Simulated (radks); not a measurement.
Charge is removed step by step from the 2s down level of the magnesium ion Mg+, starting from [He] 2s(up 1, down 1) 2p6 3s1. Method: scalar-relativistic Kohn-Sham, PBE, spin-polarised, spherical densities, finite nucleus; open shells are filled with parallel spins first; Fermi nuclear charge, rms radius 3.057 fm; computed with a radial shooting solver on a logarithmic mesh with Libxc functionals.

| removed (e) | E - E(0) (eV) | eigenvalue (eV) | E minus straight line (eV) |
|---|---|---|---|
| 0 | 0.000 | -88.750 | 0.000 |
| 0.1 | 8.994 | -91.139 | -1.105 |
| 0.2 | 18.227 | -93.550 | -1.970 |
| 0.3 | 27.704 | -95.984 | -2.593 |
| 0.4 | 37.424 | -98.439 | -2.971 |
| 0.5 | 47.391 | -100.91 | -3.103 |
| 0.6 | 57.606 | -103.41 | -2.986 |
| 0.7 | 68.072 | -105.92 | -2.619 |
| 0.8 | 78.790 | -108.45 | -2.000 |
| 0.9 | 89.761 | -110.99 | -1.128 |
| 1 | 100.99 | -113.55 | 0.000 |

Removing the whole electron costs 100.99 eV by Delta-SCF, against 88.750 eV from minus the eigenvalue at the starting occupation. Slater's transition state (half an electron removed) gives 100.91 eV. Integrating minus the eigenvalue over the occupation (Janak's theorem) gives 100.99 eV. In this scalar-relativistic scheme the density is built from large components alone, so the theorem holds only approximately. The mean slope of the eigenvalue, de/dn, is 24.8 eV per electron.
